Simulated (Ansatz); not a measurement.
C14H8O2⁺, that is phenanthrenequinone with one electron fewer. Charge 1, multiplicity 2. Geometry PBE-D4/def2-SVP, that of the neutral singlet; atoms count from 1.

| atom | x (Å) | y (Å) | z (Å) |
| --- | --- | --- | --- |
| O1 | 1.203 | 3.265 | 0.638 |
| C2 | 0.889 | 2.125 | 0.325 |
| C3 | 1.712 | 1.382 | -0.756 |
| O4 | 2.662 | 1.948 | -1.279 |
| C5 | 1.299 | -0.004 | -1.109 |
| C6 | 2.051 | -0.678 | -2.091 |
| C7 | 1.724 | -1.980 | -2.473 |
| C8 | 0.628 | -2.615 | -1.863 |
| C9 | -0.125 | -1.953 | -0.886 |
| C10 | 0.187 | -0.635 | -0.483 |
| C11 | -0.602 | 0.077 | 0.550 |
| C12 | -1.712 | -0.521 | 1.188 |
| C13 | -2.449 | 0.161 | 2.164 |
| C14 | -2.100 | 1.471 | 2.537 |
| C15 | -1.007 | 2.084 | 1.920 |
| C16 | -0.260 | 1.404 | 0.936 |
| H17 | 2.899 | -0.135 | -2.537 |
| H18 | 2.314 | -2.503 | -3.241 |
| H19 | 0.355 | -3.642 | -2.151 |
| H20 | -0.973 | -2.482 | -0.432 |
| H21 | -2.015 | -1.543 | 0.924 |
| H22 | -3.307 | -0.338 | 2.639 |
| H23 | -2.680 | 2.005 | 3.304 |
| H24 | -0.692 | 3.107 | 2.174 |

Estimate the Mulliken populations from the PBE0/def2-SVP orbitals of Ansatz.


| atom | charge (e) | spin (α − β) |
| --- | --- | --- |
| O1 | -0.11 | 0.03 |
| C2 | 0.15 | -0.03 |
| C3 | 0.15 | -0.03 |
| O4 | -0.11 | 0.03 |
| C5 | -0.09 | 0.11 |
| C6 | 0.03 | -0.07 |
| C7 | 0.07 | 0.30 |
| C8 | 0.02 | -0.10 |
| C9 | -0.03 | 0.13 |
| C10 | 0.10 | 0.13 |
| C11 | 0.10 | 0.13 |
| C12 | -0.03 | 0.13 |
| C13 | 0.02 | -0.10 |
| C14 | 0.07 | 0.30 |
| C15 | 0.03 | -0.07 |
| C16 | -0.09 | 0.11 |
| H17 | 0.10 | 0.00 |
| H18 | 0.10 | -0.01 |
| H19 | 0.09 | 0.00 |
| H20 | 0.07 | -0.01 |
| H21 | 0.07 | -0.01 |
| H22 | 0.09 | 0.00 |
| H23 | 0.10 | -0.01 |
| H24 | 0.10 | 0.00 |
Mulliken values depend strongly on the basis.

Where does the spin sit?

Summed by element: O 0.07, C 0.96, H -0.03, of 1 unpaired in all. Largest on single atoms: C7 0.30, C14 0.30, C10 0.13.

And the Mayer bond orders between heavy atoms (over 0.3)?

O1–C2 2.19 (1.22 Å); C2–C3 0.84 (1.55 Å); C2–C16 0.93 (1.49 Å); C3–O4 2.19 (1.22 Å); C3–C5 0.93 (1.49 Å); C5–C6 1.49 (1.41 Å); C5–C10 1.22 (1.42 Å); C6–C7 1.28 (1.40 Å); C7–C8 1.28 (1.41 Å); C8–C9 1.48 (1.40 Å); C9–C10 1.27 (1.41 Å); C10–C11 1.17 (1.48 Å); C11–C12 1.27 (1.41 Å); C11–C16 1.22 (1.42 Å); C12–C13 1.48 (1.40 Å); C13–C14 1.28 (1.41 Å); C14–C15 1.28 (1.40 Å); C15–C16 1.49 (1.41 Å).
